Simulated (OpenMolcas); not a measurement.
## Ni5+: effect of the basis set

- Program: OpenMolcas
- Method: CASSCF
- Active space: 5 electrons in 10 orbitals (3d 4d)
- State averaging: 2S+1 = 6 even, 1 root; 2S+1 = 4 even, 24 roots; 2S+1 = 2 even, 53 roots
- Spin-orbit coupling: RASSI with atomic mean-field integrals over the reference wave functions, term energies averaged over their components

A. ANO-RCC-VTZP [6s5p3d2f1g], DKH2, point nucleus; cost roughly 4 core-minutes
B. ANO-R2 [6s5p4d2f1g], X2C, finite nucleus; cost roughly 2.5 core-minutes
C. ANO-RCC-VQZP [7s6p4d3f2g1h], DKH2, point nucleus; cost about 2.6 core-minutes

Energies in eV above 3d⁵ ⁶S_5/2, the measured ground level; measured values from Corliss and Sugar, J. Phys. Chem. Ref. Data 10, 197 (1981).

| Level | A | B | C | Measured |
| --- | --- | --- | --- | --- |
| 3d⁵ ⁶S_5/2 | 0.0000 | 0.0000 | 0.0000 | 0.0000 |
| 3d⁵ ⁴G_5/2 | 5.6757 | 5.7410 | 5.7325 |  |
| 3d⁵ ⁴G_7/2 | 5.6870 | 5.7518 | 5.7432 |  |
| 3d⁵ ⁴G_11/2 | 5.6950 | 5.7591 | 5.7505 | 5.1975 |
| 3d⁵ ⁴G_9/2 | 5.6950 | 5.7594 | 5.7508 |  |
| 3d⁵ ⁴P_5/2 | 6.4954 | 6.5740 | 6.5639 | 5.6889 |
| 3d⁵ ⁴P_3/2 | 6.5162 | 6.5945 | 6.5843 | 5.7162 |
| 3d⁵ ⁴P_1/2 | 6.5422 | 6.6201 | 6.6098 | 5.7435 |
| 3d⁵ ⁴D_7/2 | 7.0618 | 7.1403 | 7.1291 | 6.2402 |
| 3d⁵ ⁴D_1/2 | 7.0831 | 7.1615 | 7.1502 |  |
| 3d⁵ ⁴D_3/2 | 7.1086 | 7.1864 | 7.1750 |  |
| 3d⁵ ⁴D_5/2 | 7.1167 | 7.1942 | 7.1828 |  |
| 3d⁵ ²I_11/2 | 8.1108 | 8.1934 | 8.1810 | 7.5873 |
| 3d⁵ ²I_13/2 | 8.1356 | 8.2172 | 8.2047 | 7.5977 |
| 3d⁵ ²D_5/2 [62 %] | 9.0416 | 9.1373 | 9.1232 | 7.9539 |
| 3d⁵ ²D_3/2 | 9.1835 | 9.2798 | 9.2652 | 8.0805 |
| 3d⁵ ²F_7/2(1) | 9.3895 | 9.4861 | 9.4710 | 8.3175 |
| 3d⁵ ⁴F_9/2 | 9.4644 | 9.5760 | 9.5598 |  |
| 3d⁵ ⁴F_5/2 | 9.4674 | 9.5775 | 9.5614 |  |
| 3d⁵ ⁴F_7/2 | 9.4818 | 9.5924 | 9.5761 |  |
| 3d⁵ ⁴F_3/2 | 9.5386 | 9.6470 | 9.6307 |  |
| 3d⁵ ²H_9/2 | 9.9223 | 10.0264 | 10.0102 | 9.0395 |
| 3d⁵ ²H_11/2 | 10.0016 | 10.1037 | 10.0872 | 9.1447 |
| 3d⁵ ²G_7/2 | 10.3063 | 10.4071 | 10.3903 | 9.2527 |

Deviations, from unrounded energies. A percentage is the sum of absolute deviations over the sum of measured energies, with the sign that they share, or ± where signs differ.

| Against measurement | Levels | A | B | C |
| --- | --- | --- | --- | --- |
| mean absolute deviation (cm-1) | 13 | 6700 | 7400 | 7300 |
| other terms of the ground configuration (%) | 13 | +11.3 | +12.5 | +12.4 |

A lies closest to measurement on these levels and B furthest from it. The largest miss of A in the table is 3d⁵ ²D_3/2, by +8900 cm-1. The ranking rests on the paired levels alone, and a cruder setting can come out closer through cancelling errors.

Among A to C the level of the table that moves most is 3d⁵ ⁴F_9/2, by 900 cm-1 (lowest in A, highest in B).

Without dynamic correlation excited terms often stand tens of per cent too high (terms of higher spin than the ground term too low), and those without a measured partner can miss by more than the paired ones. Active for correlation alone: 4d; no level in the range computed is led by a configuration that fills it, so any true level of that kind is missing. Computed and measured levels are paired by configuration, term and J; levels that our copy of the source lacks, or whose pairing is in doubt (as where it misses far off the trend of its configuration), stay unpaired and out of the deviations. Levels of configurations outside the active space are missing. The table leaves out levels that lie high or whose names do not pair safely across all columns.

A share in square brackets marks a mixed level and gives the weight of the term that names it, the lowest over the columns. A number in round brackets counts repeated terms of one configuration in the order of the reference energies.
